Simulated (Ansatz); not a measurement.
Consider the redistribution: `C[O][Cd][NH2]` + `C[O][Al]([F])[Cl]` → `[NH2][Cd][Cl]` + `C[O][Al]([F])[O]C`.

Program: Ansatz. Geometries: PBE0-D4/def2-TZVP. ΔE: electronic, gas phase. CCSD(T)/CBS is the MP2 limit (def2-TZVPP, def2-QZVPP) plus CCSD(T) − MP2 in def2-TZVPP, frozen cores. Elements past krypton have def2 core potentials. For Cd outer-core shells are correlated without core-valence functions, which leaves a few kJ/mol of doubt a bond. One conformer a species, not always the lowest.

| species | CCSD(T)/CBS(def2) energy (Eh) |
| --- | --- |
| `C[O][Cd][NH2]` | -338.62994 |
| `C[O][Al]([F])[Cl]` | -916.81237 |
| `[NH2][Cd][Cl]` | -683.44247 |
| `C[O][Al]([F])[O]C` | -572.03478 |

**Question.** Work out ΔE.

**Answer.** ΔE = (-683.44247) + (-572.03478) − (-338.62994) − (-916.81237) = -0.03494 Eh = -0.95 eV.

Largest T1 diagnostic among the species: 0.016.

In def2-TZVPP, CCSD(T) changes the Hartree–Fock value by +0.30 eV (the triples alone add +0.05 eV) and MP2 by +0.31 eV. At CCSD(T), def2-SVP lies +0.06 eV from the extrapolated value and def2-TZVPP +0.04 eV. From PBE to PBE0 (25 % exact exchange), in def2-TZVPP and without D4, ΔE moves by −0.12 eV.
